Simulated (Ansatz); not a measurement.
`[SiH3]OBS` + CH₃SH → `CSBO[SiH3]` + H₂S  (ligand exchange at a B–S bond)

Computed with Ansatz on PBE0-D4/def2-TZVP structures; ΔE is electronic, products minus reactants. CBS: MP2 limit from def2 TZ/QZ plus the TZ coupled-cluster correction, frozen cores. This one scheme is used for every species. Functionals use def2-TZVPP. B3LYP here is the variant with VWN-RPA as its local correlation; programs differ in this. One conformer a species, not always the lowest.

```
         level  ΔE (kJ/mol)  difference from CCSD(T)/CBS
        B97M-V         -6.5                          0.2
       ωB97X-V         -5.5                          1.2
       ωB97M-V         -6.0                          0.7
        r2SCAN         -6.4                          0.3
         B3LYP         -2.4                          4.3
         BHLYP         -1.8                          4.9
     CAM-B3LYP         -3.0                          3.7
MP2/def2-TZVPP         -7.7                         -1.0
  HF/CBS(def2)          0.6                          7.3
 MP2/CBS(def2)         -7.6                         -0.9
   CCSD(T)/CBS         -6.7                            0
```

Largest T1 diagnostic among the species: 0.013.

Leaving LDA and LC-ωPBE aside and taking each functional with its dispersion term where it has one, the values, not all of them listed here, spread over 3.0 kJ/mol, from revPBE-D4 to BHLYP-D4. In def2-TZVPP, CCSD(T) changes the Hartree–Fock value by −7.3 kJ/mol (the triples alone add −1.5 kJ/mol) and MP2 by −8.1 kJ/mol.
